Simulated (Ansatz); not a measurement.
Isomers of Pb₃S₈ (singlet), relaxed with PBE-D4/def2-SVP; total energies from Ansatz at PBE0-D4/def2-TZVP.

| isomer | description | energy (Eh) |
| --- | --- | --- |
| A | point group not assigned; 9 × Pb–S 2.68 to 2.98 Å; 5 × S–S 2.06 to 2.22 Å | -3763.53153 |
| B | point group not assigned; 9 × Pb–S 2.53 to 2.97 Å; 5 × S–S 2.07 to 2.15 Å | -3763.51791 |

In the def2 sets Pb takes a core potential; there is no spin–orbit coupling.

B: The geometry of the charge 0 singlet is only loosely relaxed.

The isomers come from a short search, and lower ones may exist.

Q: Work out the relative energies (1 Eh = 2625.5 kJ/mol) and the Boltzmann populations at 1200 K from electronic energies alone (R = 8.314 J/mol/K).

A: ΔE: A 0.0, B 35.8 kJ/mol. RT = 9.98 kJ/mol. Factors exp(−ΔE/RT): A 1, B 0.0277; sum 1.028. Populations: A 97.3 %, B 2.7 %. Zero-point energy, vibrational entropy and symmetry numbers are left out and can shift these; an error of 4 kJ/mol changes a ratio by a factor of 1.5. Over the other density-functional and correlated levels in def2 sets, the gap between A and B ranges from 40 to 41 kJ/mol.
